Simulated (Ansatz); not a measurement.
A nudged elastic band was laid between two geometries of CH₆AlBO (10 atoms, charge 0, multiplicity 1).

These are results of RKS PBE0-D4/cc-pVDZ (Ansatz), not measurements.

```yaml
movable_images: 7
climbing_image: yes
spring: 5.0 eV/Å²
optimiser: quadratic models (default)
start_path: IDPP
force_threshold: 0.03 eV/Å
iteration_limit: 36
end_points: relaxed
```

Image 0:

```xyz
10
Properties=species:S:1:pos:R:3
B -2.193 0.999 -1.027
Al -0.197 0.292 -0.850
O 0.255 -0.279 0.722
C 1.453 -0.806 1.218
H -2.491 2.158 -0.842
H -3.115 0.276 -1.335
H 0.921 0.232 -1.999
H 1.290 -1.827 1.607
H 2.252 -0.858 0.453
H 1.825 -0.188 2.055
```

Image 8:

```xyz
10
Properties=species:S:1:pos:R:3
B -2.194 0.999 -1.028
Al -0.196 0.297 -0.848
O 0.258 -0.275 0.722
C 1.454 -0.808 1.218
H -3.111 0.278 -1.356
H -2.499 2.153 -0.826
H 0.922 0.241 -1.997
H 1.288 -1.833 1.596
H 2.256 -0.853 0.456
H 1.822 -0.198 2.063
```

(1) Which bonds break or form, and what moves?

(2) Give the energies along the band, and the barrier.

(3) What is the geometry of the highest image?

(4) What are the harmonic wavenumbers there?

The band took 7 iterations and of the order of 4 core-minutes.

## Answers

(1) No bond is made or broken. The dihedral H6–B1–Al2–O3 goes from -90 to 90°. The two ends are copies of one structure, up to a mirror image or an exchange of like atoms.

(2) The forces met the threshold. The highest image is number 4 of 0 to 8, 1.7 kcal/mol above the ends, which have the same energy within 2 meV. A vibrational analysis at the climbing image gives one clearly imaginary mode, 140i cm⁻¹: a first-order saddle point.

```tsv
image	path coordinate (Å)	energy (kcal/mol)	dihedral H6–B1–Al2–O3 (°)
0	0.00	0.0	-90
1	0.52	0.2	-69
2	1.04	0.9	-46
3	1.56	1.5	-23
4	2.09	1.7	0
5	2.61	1.5	23
6	3.13	0.9	46
7	3.65	0.2	69
8	4.17	0.0	90
```

(3) 
```xyz
10
Properties=species:S:1:pos:R:3
B -2.178 1.148 -0.960
Al -0.137 0.533 -0.727
O 0.197 -0.484 0.637
C 1.393 -1.059 1.083
H -2.545 1.859 -1.870
H -3.035 0.798 -0.182
H 1.127 0.891 -1.647
H 1.301 -2.159 1.109
H 2.261 -0.804 0.445
H 1.617 -0.723 2.111
```

(4) 140i, 114, 117, 133, 217, 436, 518, 583, 665, 740, 833, 1140, 1164, 1175, 1208, 1464, 1467, 1475, 1864, 2574, 2664, 3000, 3077, 3091 cm⁻¹.

Time of the run: 3.9 min on 1 thread of Intel(R) Xeon(R) Platinum 8488C (Sapphire Rapids), on a shared host, peak memory 0.26 GiB.
